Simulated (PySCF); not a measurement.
Excitation energies in several basis sets

Species: C3H4BBrF2.
Atom-mapped SMILES: `[BH2:1]/[C:2]([F:3])=[C:4](\[Br:5])[CH2:6][F:7]` (hydrogens: H8, H9 on B1; H10, H11 on C6)

Geometry (PBE0-D3(BJ)/def2-SVP, Å), atoms numbered from 1 in this order:
```xyz
11
C3H4BBrF2 angstrom
B      2.086    0.528    0.498
C      0.659    0.486   -0.077
F      0.333    1.460   -0.957
C     -0.330   -0.413    0.166
Br    -0.126   -1.839    1.353
C     -1.685   -0.310   -0.467
F     -2.171   -1.532   -0.819
H      2.845    1.368    0.086
H      2.426   -0.265    1.335
H     -1.618    0.334   -1.357
H     -2.382    0.158    0.254
```

TDDFT with PBE0 (PySCF), vertical singlets, core orbitals frozen in the response, spherical d and f functions. One conformer (not necessarily the lowest) at the PBE0-D3(BJ)/def2-SVP geometry, without solvent, vibrations or thermal averaging. Relativistic effects, spin–orbit coupling among them, are left out although an element past zinc is present.

| basis | functions | diffuse | S1 (eV) | S2 (eV) | S3 (eV) | S4 (eV) | S5 (eV) | LUMO (eV) | α (au) |
| --- | --- | --- | --- | --- | --- | --- | --- | --- | --- |
| 6-31G* | 124 | no | 4.30 | 4.58 | 5.42 | 5.72 | 5.77 | -2.56 | 63.7 |
| def2-SVP | 136 | no | 4.23 | 4.45 | 5.35 | 5.66 | 5.92 | -2.75 | 64.6 |
| def2-SVPD | 199 | yes | 4.20 | 4.45 | 5.35 | 5.69 | 5.72 | -2.89 | 77.2 |
| aug-cc-pVDZ | 210 | yes | 4.18 | 4.48 | 5.35 | 5.66 | 5.71 | -2.84 | 77.6 |
| def2-TZVP | 258 | no | 4.19 | 4.47 | 5.36 | 5.70 | 5.78 | -2.81 | 73.7 |

Compare the sets with the largest diffuse one.

States are compared by their number. Against the largest diffuse basis here (aug-cc-pVDZ, itself not a converged limit), sets without diffuse functions differ by up to 0.12 eV in S1 and 0.20 eV in S5; the smaller diffuse sets differ by up to 0.02 and 0.01 eV. State by state, the largest deviation of a set without diffuse functions is S1 0.12, S2 0.10, S3 0.07, S4 0.06, S5 0.20 eV. The same number needn't mean the same state in each row. Against aug-cc-pVDZ the polarisability deviates by -18% in 6-31G*, -17% in def2-SVP, -1% in def2-SVPD, -5% in def2-TZVP.
